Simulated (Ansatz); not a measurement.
The same molecule with X = Ti, Zr, Hf. Ansatz, PBE0-D4/def2-TZVP geometries, multiplicity 1.

Elements past krypton have def2 core potentials. Scalar relativity is left out up to krypton.

```tsv
X	molecule	mean X–F bond length / Å	mean X–I bond length / Å	LUMO energy (PBE/def2-TZVPP) / eV	HOMO–LUMO gap (PBE/def2-TZVPP) / eV	size of the dipole moment (B3LYP/def2-TZVPP) / D
Ti	`[F][Ti]([F])([F])[I]`	1.736	2.548	-4.19	3.16	0.67
Hf	`[F][Hf]([F])([F])[I]`	1.888	2.711	-2.23	5.00	0.30
```

Q: Give the row for X = Zr, `[F][Zr]([F])([F])[I]`. (Best estimate.)

A: Ansatz gave: 
```json
{"X": "Zr", "molecule": "`[F][Zr]([F])([F])[I]`", "mean X–F bond length / Å": "1.885", "mean X–I bond length / Å": "2.713", "LUMO energy (PBE/def2-TZVPP) / eV": "-2.76", "HOMO–LUMO gap (PBE/def2-TZVPP) / eV": "4.44", "size of the dipole moment (B3LYP/def2-TZVPP) / D": "0.17"}
```

From Ti to Hf the mean X–F bond length rises at each step, by 0.152 Å in all; the mean X–I bond length isn't monotonic: highest at Zr, lowest at Ti; the LUMO energy (PBE/def2-TZVPP) rises at each step, by 1.96 eV in all; the HOMO–LUMO gap (PBE/def2-TZVPP) rises at each step, by 1.84 eV in all. Dipoles are sizes alone, and their direction can turn along the series.

B3LYP here is the variant with VWN-RPA as its local correlation; programs differ in this.

Spin–orbit coupling is left out; it splits and shifts lone-pair levels of the heavy atoms by tenths of an eV.
